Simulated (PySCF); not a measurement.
A structure optimised at PBE-D3(BJ)/def2-SVP, used in a PySCF frequency run:

```
C
O 1 1.4134
C 2 1.4080 1 113.19
H 3 1.1077 2 107.77 1 179.98
H 3 1.1177 4 108.66 2 -121.53
H 3 1.1182 4 108.67 5 -116.89
H 1 1.1201 2 112.04 3 56.67
H 1 1.1235 7 105.92 2 122.04
Si 1 1.9009 7 110.16 8 117.46
H 9 1.5040 1 108.58 7 -66.71
C 9 1.8732 10 112.85 1 121.91
H 11 1.1073 9 111.89 10 66.71
H 11 1.1080 12 109.18 9 -120.37
H 11 1.1096 12 108.68 13 -117.89
Cl 9 2.0937 10 107.17 1 -117.62
```

**Question.** Write its SMILES and formula.

**Answer.** COC[Si@H](C)Cl, C3H9ClOSi

**Question.** What are its rotational constants (standard atomic weights)?

**Answer.** 3.1235, 1.2793, 1.0663 GHz
